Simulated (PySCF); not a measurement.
PySCF input (CCSD(T)/cc-pVDZ):

```python
from pyscf import gto, scf, mp, cc as ccmod

mol = gto.M(
    atom='''
    Al   -0.00000000   -0.00000000   -1.22411171
    Cl    0.00000000    0.00000000    0.93608542
    ''',
    basis='cc-pvdz',
    charge=0,
    spin=0,
    verbose=4,
)

mf = scf.RHF(mol)
mf.conv_tol = 1e-10
mf.max_cycle = 100
mf.kernel()
mp2 = mp.MP2(mf, frozen=10).run()
cc = ccmod.CCSD(mf, frozen=10)
cc.max_cycle = 100
cc.kernel()
et = cc.ccsd_t()
print(f'E(CCSD(T)) = {cc.e_tot + et:.9f}')
```

Output:

```
PySCF version 2.14.0

[INPUT] verbose = 4
[INPUT] num. atoms = 2
[INPUT] num. electrons = 30
[INPUT] charge = 0
[INPUT] spin (= nelec alpha-beta = 2S) = 0
[INPUT] symmetry False subgroup None
[INPUT] Mole.unit = angstrom
[INPUT] Symbol           X                Y                Z      unit          X                Y                Z       unit  Magmom
[INPUT]  1 Al     0.000000000000   0.000000000000  -1.224111710000 AA    0.000000000000   0.000000000000  -2.313235877773 Bohr   0.0
[INPUT]  2 Cl     0.000000000000   0.000000000000   0.936085420000 AA    0.000000000000   0.000000000000   1.768945072998 Bohr   0.0

nuclear repulsion = 54.1377275199509
number of shells = 10
number of NR pGTOs = 82
number of NR cGTOs = 36
basis = cc-pvdz
ecp = {}

******** <class 'pyscf.scf.hf.RHF'> ********
method = RHF
initial guess = minao
damping factor = 0
level_shift factor = 0
DIIS = <class 'pyscf.scf.diis.CDIIS'>
diis_start_cycle = 1
diis_space = 8
diis_damp = 0
SCF conv_tol = 1e-10
SCF conv_tol_grad = None
SCF max_cycles = 100
direct_scf = True
direct_scf_tol = 1e-13
Set gradient conv threshold to 1e-05
Initial guess from minao.
init E= -701.393038327003
  HOMO = -0.254574888668681  LUMO = 0.0217536861835348  gap/eV = 7.51928
cycle= 1 E= -701.455860473252  delta_E= -0.0628  |g|= 0.253  |ddm|= 0.968
  HOMO = -0.338386524644201  LUMO = 0.0201981934111666  gap/eV = 9.75759
cycle= 2 E= -701.481508359204  delta_E= -0.0256  |g|= 0.111  |ddm|= 0.479
  HOMO = -0.335075638907595  LUMO = 0.0336152010189497  gap/eV = 10.03259
cycle= 3 E= -701.485304250535  delta_E= -0.0038  |g|= 0.0155  |ddm|= 0.122
  HOMO = -0.332040747369478  LUMO = 0.036908846855646  gap/eV = 10.03963
cycle= 4 E= -701.485547460314  delta_E= -0.000243  |g|= 0.00327  |ddm|= 0.0549
  HOMO = -0.332253944325137  LUMO = 0.0363560194362331  gap/eV = 10.03039
cycle= 5 E= -701.485557854957  delta_E= -1.04e-05  |g|= 0.000839  |ddm|= 0.011
  HOMO = -0.332220282047667  LUMO = 0.0363112518216787  gap/eV = 10.02825
cycle= 6 E= -701.485558605816  delta_E= -7.51e-07  |g|= 0.000266  |ddm|= 0.00235
  HOMO = -0.332218688886808  LUMO = 0.0362938068206474  gap/eV = 10.02774
cycle= 7 E= -701.485558681666  delta_E= -7.59e-08  |g|= 4.48e-05  |ddm|= 0.000758
  HOMO = -0.332200046411264  LUMO = 0.0363051696304302  gap/eV = 10.02754
cycle= 8 E= -701.48555868315  delta_E= -1.48e-09  |g|= 4.6e-06  |ddm|= 0.000103
  HOMO = -0.332200818687134  LUMO = 0.0363049885761008  gap/eV = 10.02755
cycle= 9 E= -701.485558683165  delta_E= -1.48e-11  |g|= 6.28e-07  |ddm|= 1.21e-05
  HOMO = -0.332200823189952  LUMO = 0.0363049323716941  gap/eV = 10.02755
Extra cycle  E= -701.485558683165  delta_E= 4.55e-13  |g|= 2.12e-07  |ddm|= 1.33e-06
converged SCF energy = -701.485558683165

******** <class 'pyscf.mp.mp2.RMP2'> ********
nocc = 5, nmo = 26
frozen orbitals 10
E(RMP2) = -701.663672097822  E_corr = -0.178113414657345
E(SCS-RMP2) = -701.661484670142  E_corr = -0.175925986977425
E_corr(same-spin) = -0.0436270507054495
E_corr(oppo-spin) = -0.134486363951896

******** <class 'pyscf.cc.ccsd.CCSD'> ********
CC2 = 0
CCSD nocc = 5, nmo = 26
frozen orbitals 10
max_cycle = 100
direct = 0
conv_tol = 1e-07
conv_tol_normt = 1e-05
diis_space = 6
diis_start_cycle = 0
diis_start_energy_diff = 1e+09
Init t2, MP2 energy = -701.663672097651  E_corr(MP2) -0.178113414486114
Init E_corr(CCSD) = -0.178113414486141
cycle = 1  E_corr(CCSD) = -0.194369003884327  dE = -0.0162555894  norm(t1,t2) = 0.0553117
cycle = 2  E_corr(CCSD) = -0.199313684022341  dE = -0.00494468014  norm(t1,t2) = 0.0225759
cycle = 3  E_corr(CCSD) = -0.201794613894886  dE = -0.00248092987  norm(t1,t2) = 0.0113327
cycle = 4  E_corr(CCSD) = -0.202224516060308  dE = -0.000429902165  norm(t1,t2) = 0.00291825
cycle = 5  E_corr(CCSD) = -0.202105498107856  dE = 0.000119017952  norm(t1,t2) = 0.0007868
cycle = 6  E_corr(CCSD) = -0.202105341715  dE = 1.56392856e-07  norm(t1,t2) = 0.000165701
cycle = 7  E_corr(CCSD) = -0.20210630684546  dE = -9.6513046e-07  norm(t1,t2) = 5.48199e-05
cycle = 8  E_corr(CCSD) = -0.202106558846612  dE = -2.52001152e-07  norm(t1,t2) = 1.65184e-05
cycle = 9  E_corr(CCSD) = -0.202106576439479  dE = -1.75928671e-08  norm(t1,t2) = 7.21392e-06
CCSD converged
E(CCSD) = -701.687665259604  E_corr = -0.2021065764394789
CCSD(T) correction = -0.00457597913362047
E(CCSD(T)) = -701.692241239
```
